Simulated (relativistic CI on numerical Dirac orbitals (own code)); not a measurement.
Method of calculation: Dirac-Coulomb-Breit CI, orbitals from a KLI potential per configuration, QED by a radiative potential, unscaled Slater integrals (own radial code, finite nucleus).

The strongest absorption lines from the ground level of an ion, among the configurations computed and to levels below about 706 eV (vacuum wavelength in Å, gf): 20.148 (2.3), 20.440 (0.26), 22.816 (0.087), 24.038 (0.094), 24.640 (4.9), 25.286 (0.21), 33.618 (0.079), 34.059 (0.46).

Task: Which ion is it?
A. Cd20+
B. Mo14+
C. Pd16+
D. Pd18+

Result: D. Pd18+ has 28 electrons and the ground level 3p⁶3d¹⁰ ¹S0; the strongest line goes to 3p⁶3d⁹4f ¹P°1. The pattern of lines fixes the number of electrons, and along that sequence the line energies rise steadily with the charge (about as its square where n changes within one kind of shell, about linearly where n is kept but much faster in heavy ions where fine structure, which grows about as Z⁴, sets the gap, and irregularly where shells cross), which fixes Z. Configurations outside the model, such as inner-shell arrays, can give stronger lines. At this charge energies of transitions that change n are usually good to better than 1 %, and those within a shell (Δn = 0) to a few per cent.

LS names give the leading component of a level, which can be under half, so a name can repeat, a term be missing and a line seem to break the LS rules.
